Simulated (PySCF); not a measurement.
**Polarisability and C₆ of Xe²⁺ (xenon, charge +2)**

[Kr] 4d10 5s2 5p4, high-spin 3P determinant. Calculation: PySCF 2.14, in ANO-RCC-VTZP (7s6p4d2f1g, 68 functions); scalar relativity by spin-free X2C-1e. Coupled (time-dependent) response in atomic units; α is the mean over directions. The basis has no added diffuse functions, which lowers α and C₆.

```
   method  mean α (bohr³)  C₆ (like pair)  S(−4)
CAM-B3LYP           11.10           80.49  17.45
```

S(−4) is the Cauchy moment in α(ω) = α(0) + S(−4) ω² + …

Spin-orbit coupling is absent.

α(iu) at CAM-B3LYP:

```
u (hartree)  α(iu) (bohr³)
          0          11.10
     0.0500          11.05
      0.100          10.93
      0.200          10.45
      0.300          9.744
      0.500          8.067
      0.750          6.129
       1.00          4.676
       1.50          2.941
       2.00          2.046
       3.00          1.197
       5.00         0.5770
```

A single London oscillator, α(iu) = α/(1 + u²/ω²), gives C₆ = (3/4) ω α². Matching the computed C₆ needs ω = 4 × 80.49 / (3 × 11.10²) = 0.871 hartree.

For an ion, C₆ is the dispersion term alone; charge-induced terms of lower order in 1/R come first.
